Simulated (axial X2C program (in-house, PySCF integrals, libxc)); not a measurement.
## KN⁻: cheaper levels and CCSD(T), with spin–orbit coupling

Calculated with an in-house all-electron X2C program for linear molecules (integrals from PySCF). Two-component (2c) means X2C with spin–orbit coupling and atomic mean-field two-electron Coulomb and Gaunt terms. Basis: K dyall-acv3z [12s13p7d3f], N dyall-av3z [7s7p3d2f] (cores contracted in-house); Gaussian nuclei, density fitting, unrestricted open shells. Masses: K 38.964 u, N 14.003 u.

State: Ω = 3/2 (⟨Sz⟩ = 1.50, ⟨Lz⟩ = 0.00 at HF); fragments K- + N.

| level | Re (Å) | ωe (cm⁻¹) | De (eV) |
| --- | --- | --- | --- |
| PBE0 | 2.637 | 262.9 | 1.10 |
| HF | 2.686 | 262.8 | -0.181 |
| MP2 | 2.644 | 279.7 | 0.806 |
| CCSD | 2.667 | 265.1 | 0.681 |

Correlated methods: 15 electrons correlated (number of frozen shells: K 2 s, 1 p; N 1 s), 255 virtual spin orbitals or spinors in MP2, 90 natural virtuals in coupled cluster.

CCSD(T), same Hamiltonian and basis:

Re = 2.668 Å, ωe = 265.1 cm⁻¹, De = 0.72 eV; T1 = 0.011 (Lee–Taylor normalisation).

(1) Give the differences from CCSD(T) in the columns below.

The state is one determinant whose occupation by symmetry is held fixed; it was picked as the lowest of a PBE0 search that is not exhaustive. Dissociation energies refer to the lowest single-determinant-based atoms at the same level and basis. Density functionals use the spin component along the axis (collinear). Coupled cluster ran in a truncated set of natural virtual spinors; the MP2 energy of the rest was added. (T) has no such correction and the atoms are truncated less, which lowers De at CCSD(T) by a hundredth of an eV or more. Other states lie close and PBE0, whose exact exchange favours high spin, may order them wrongly; the determinant shown need not be the ground state. The nearest other spin-free determinant of the search, M_S = 1/2, Λ = 0, lies 0.03 eV up at the distance of the search. With several unpaired electrons one determinant need not be a pure state. A state of lower Ω lies just above, and one determinant can place such states too high, so the state shown need not be the lowest. The search has Ω = 1/2 only 0.03 eV up. Some points did not converge and are left out. The highest occupied level of some functionals is positive through self-interaction error; at Hartree–Fock it is bound. This is the top spin component of a Σ state; components of lower Ω are not single determinants and can lie lower. Hartree–Fock gets electron affinities wrong, so its lowest charge split need not be the true one.

## Answers

(1) 

| level | ΔRe (Å) | Δωe (cm⁻¹) | ΔDe (eV) |
| --- | --- | --- | --- |
| PBE0 | -0.031 | -2.2 | 0.38 |
| HF | 0.018 | -2.3 | -0.90 |
| MP2 | -0.024 | 14.6 | 0.09 |
| CCSD | -0.001 | 0.0 | -0.04 |
